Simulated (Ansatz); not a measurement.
Ideal-gas functions of CH₅AlGeO (`O=[CH][GeH2][AlH2]`) at 400 K and 1 bar, from an Ansatz frequency run at PBE0-D4/def2-TZVP.

Molar mass 132.64 g/mol, point group C1 (symmetry number 1), electronic degeneracy 1, moments of inertia 88.937, 255.595, 317.903 u Å². Harmonic wavenumbers (cm⁻¹, unscaled): 33, 56, 107, 257, 305, 327, 421, 510, 549, 607, 703, 766, 844, 889, 1370, 1788, 1920, 1937, 2106, 2145, 2829.

Use S(trans) = R[1.5 ln M + 2.5 ln T − 1.1517]; rotational temperatures θ = 24.2544 K / I; S(rot) = R[ln(√π/σ · √(T³/θAθBθC)) + 1.5]; for each mode x = 1.438777 ν̃/T, S = R[x/(eˣ − 1) − ln(1 − e⁻ˣ)] and H = RT x/(eˣ − 1); 1 cm⁻¹ = 0.0119627 kJ/mol; R = 8.31446 J/(mol·K).

Task: By hand: the entropy, in J/(mol·K).

Result: Translation 175.9. Rotation: θ = 0.2727, 0.0949, 0.0763 K, giving 117.8. Vibration, mode by mode: 26.04, 21.65, 16.30, 9.26, 7.95, 7.43, 5.62, 4.35, 3.89, 3.30, 2.51, 2.10, 1.68, 1.48, 0.36, 0.10, 0.07, 0.06, 0.04, 0.03, 0.00, in all 114.2. Electronic 0.0. Sum 407.9 J/(mol·K).

Task: By hand: H − E and G − E in kJ/mol, counted from the electronic energy.

Result: Zero-point energy ½ × 20469 × 0.0119627 = 122.4; thermal vibration 21.6; translation, rotation and pV give 4 RT = 13.3. H − E = 157.3 kJ/mol, and G − E = 157.3 − 400 × 407.9/1000 = -5.9 kJ/mol.

Vibration gives 28 % of the entropy, 64.0 J/(mol·K) of it from the modes under 150 cm⁻¹: soft modes count most, and the harmonic formula is weakest for them. The sum counts one conformer and one mirror image; others add a mixing term.
